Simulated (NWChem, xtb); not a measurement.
**CH6Se2Si (SMILES C[Se][Se][SiH3]): the dipole moment, rung by rung**

CH6Se2Si has 10 atoms, charge 0, and is taken as a singlet. SMILES: `C[Se][Se][SiH3]`. The shape is that of a PBE0-D4/def2-TZVP optimisation. This is one conformer, not always the lowest.

```xyz
10

C    -0.7287    1.8245    0.4859
Se   -1.4585    0.0881    0.9755
Se   -1.1401   -1.0408   -1.0439
Si    0.9639   -1.7268   -0.4924
H     0.3193    1.7246    0.2111
H    -1.3052    2.2538   -0.3301
H    -0.8192    2.4504    1.3755
H     1.5098   -2.4536   -1.6698
H     1.8161   -0.5475   -0.1958
H     0.9258   -2.6239    0.6871
```

Each level gives the dipole moment (D). The values are calculated.

| level | kind | program | value (D) | CPU time |
| --- | --- | --- | --- | --- |
| GFN2-xTB | semi-empirical | xtb | 2.91 | under 2 s |
| GFN0-xTB | semi-empirical | xtb | 2.40 | under 2 s |
| GFN1-xTB | semi-empirical | xtb | 0.99 | under 2 s |
| HF/STO-3G | Hartree–Fock | NWChem | 2.33 | 6.1 s |
| HF/3-21G | Hartree–Fock | NWChem | 2.15 | 6.9 s |
| HF/def2-SVP | Hartree–Fock | NWChem | 1.84 | 34 s |
| B3LYP/6-31G* (spherical functions) | global hybrid | NWChem | 1.78 | 35 s |
| B3LYP/6-31G* (Cartesian functions) | global hybrid | NWChem | 1.78 | 36 s |
| PBE0/def2-SVP | global hybrid | NWChem | 1.63 | 37 s |

All-electron rows without a relativistic Hamiltonian named are non-relativistic. The values span 0.99 to 2.91 D. Magnitudes only. Sets without polarisation functions give poor dipoles. Without the sets that lack polarisation functions the rows with a basis span only 1.63 to 1.84 D. CPU times are rough (shared hosts, several kinds of processor and program).
